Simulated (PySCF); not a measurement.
An unknown gives this computed stick spectrum. Method used: TDDFT B3LYP/def2-SVPD, vertical, gas phase, core orbitals frozen in the response (PySCF). Geometries: GFN2-xTB, one conformer each.

```
state  ν̃ (cm⁻¹)       f   main configurations (H = HOMO, L = LUMO)
   S1      52990  0.0020                                  H→L (95%)
   S2      55060  0.0031                                H-1→L (90%)
   S3      55240  0.0036                   H→L+1 (85%), H→L+3 (12%)
   S4      56900   0.014  H-1→L+1 (60%), H→L+2 (16%), H-1→L+3 (15%)
   S5      57220  0.0008                 H→L+2 (81%), H-1→L+1 (13%)
   S6      57730   0.022                   H→L+3 (82%), H→L+1 (13%)
   S7      58630  0.0057                              H-1→L+2 (93%)
   S8      59730   0.028               H-1→L+3 (73%), H-1→L+1 (23%)
```

Triplets computed (Tamm–Dancoff): 6.43, 6.65, 6.75 eV.

**Question.** Which structure fits? All have the formula C5H11OP.
A. `C=CC[P@H](=O)CC`
B. `C/C=P\CCCO`
C. `O=[PH]1CCCCC1`

**Answer.** C. Its S1, at 6.57 eV, is the highest among the candidates; the nearest of the others has S1 at 5.93 eV. S1 is HOMO→LUMO (95%). Löwdin shares by element: HOMO oxygen 56%, carbon 18% or more, phosphorus 14%; LUMO carbon 32% or more, hydrogen 8% or more (atoms not listed hold the other 60%). At the same level the other candidates give, for their lowest levels:
- `C=CC[P@H](=O)CC`: 5.93 eV (f 0.108); 6.11 eV (f 0.015); 6.75 eV (f 0.002); 6.94 eV (f 0.003); 6.98 eV (f 0.003); T1 4.35 eV; HOMO -7.18, LUMO -0.61 eV
- `C/C=P\CCCO`: 4.48 eV (f 0.008); 5.32 eV (f 0.200); 5.55 eV (f 0.042); 6.18 eV (f 0.003); 6.28 eV (f 0.004); T1 2.88 eV; HOMO -6.77, LUMO -1.50 eV
